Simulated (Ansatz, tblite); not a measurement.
Cost and result up the ladder for In₁₄P₁₃H₃₄⁻, a nanocrystal cut from wurtzite InP (hydrogen-capped) (61 atoms). Total charge -1; singlet. Geometry: PBE-D4/def2-SVP.

Cartesian coordinates in Å:
```
In -0.368 -3.507 3.431
P -2.195 -1.667 3.111
In -2.595 0.626 4.411
P -2.185 -3.530 -0.647
In -2.240 -1.171 0.626
P -4.131 0.178 -0.388
P -2.148 2.245 2.377
In -4.432 2.393 1.066
In -3.928 -0.131 -2.975
P 1.689 -1.903 3.284
In 2.238 0.336 4.625
P 1.780 -3.777 -0.470
In -0.168 -4.221 -2.118
In 2.014 -1.435 0.814
P -0.007 -0.173 -0.085
P 2.196 1.978 2.563
In 0.085 2.142 1.080
P 0.029 -2.121 -3.622
In 0.136 0.345 -2.574
P -1.963 1.558 -3.313
P 0.272 3.797 -0.897
In -1.737 4.111 -2.578
P 4.141 -0.341 -0.024
In 4.592 1.820 1.472
In 4.126 -0.631 -2.621
P 2.425 1.289 -3.114
In 2.455 3.851 -2.375
H -0.484 -4.262 5.004
H -0.359 -4.457 1.934
H -3.442 -2.369 3.229
H -4.329 0.637 4.642
H -1.387 0.769 5.651
H -2.393 -4.622 0.254
H -3.337 -3.707 -1.476
H -5.238 -0.654 -0.010
H -2.057 3.533 3.008
H -5.664 1.930 2.218
H -4.487 3.750 -0.015
H -3.244 -1.746 -3.230
H -5.377 0.400 -3.797
H 2.826 -2.749 3.512
H 0.940 0.636 5.737
H 3.928 0.133 5.029
H 1.774 -4.882 0.437
H 2.970 -4.096 -1.198
H -0.230 -5.775 -2.901
H 2.213 3.273 3.186
H -1.028 -2.239 -4.579
H 1.139 -2.375 -4.488
H -1.737 1.571 -4.730
H 0.318 5.060 -0.213
H -3.204 4.580 -1.778
H -1.042 4.858 -3.999
H 5.097 -1.306 0.443
H 5.636 1.199 2.731
H 4.930 3.155 0.415
H 3.271 -2.150 -2.942
H 5.697 -0.290 -3.310
H 2.328 1.328 -4.546
H 3.886 4.127 -1.431
H 2.004 4.681 -3.847
```

Ansatz on 11 threads of AMD EPYC 7R13 on a shared host and a whole NVIDIA H100 80GB HBM3; xTB runs through tblite on one thread. Times are rough, summed over both states, and most runs start from the orbitals of an earlier one. PBE0-D4/def2-TZVP serves as the yardstick here, not as an exact answer. The other state is a doublet.

In the def2 sets In takes a core potential; there is no spin–orbit coupling. The xTB rows come from tblite. Single mean-field runs in def2-TZVP are fitted with def2-universal-jkfit. HOMO above LUMO, or a gap near zero within one spin, warns that the state may not be the lowest or that an electron is smeared out.

Raw xTB energies of ions are shifted by several eV.

```json
{"level": "GFN2-xTB", "functions": "277", "wall time": "1.8 s"}
{"level": "GFN1-xTB", "functions": "311", "wall time": "2 s"}
{"level": "PBE-D4/def2-TZVP", "functions": "1385", "wall time": "30 s"}
{"level": "BLYP-D4/def2-TZVP", "functions": "1385", "wall time": "33 s"}
{"level": "PBE0-D4/def2-TZVP (with forces)", "functions": "1385", "wall time": "64 s"}
```

(1) Estimate what each level gives for the vertical IE (eV).

Results:

(1) 
| level | vertical IE (eV) | difference from PBE0-D4/def2-TZVP (eV) | remarks |
| --- | --- | --- | --- |
| GFN2-xTB | 9.50 | 4.27 | – |
| GFN1-xTB | 7.96 | 2.73 | – |
| PBE-D4/def2-TZVP | 4.69 | -0.54 | gap within one spin near zero (doublet) |
| BLYP-D4/def2-TZVP | 4.62 | -0.61 | gap within one spin near zero (doublet) |
| PBE0-D4/def2-TZVP (with forces) | 5.23 | 0.00 | – |
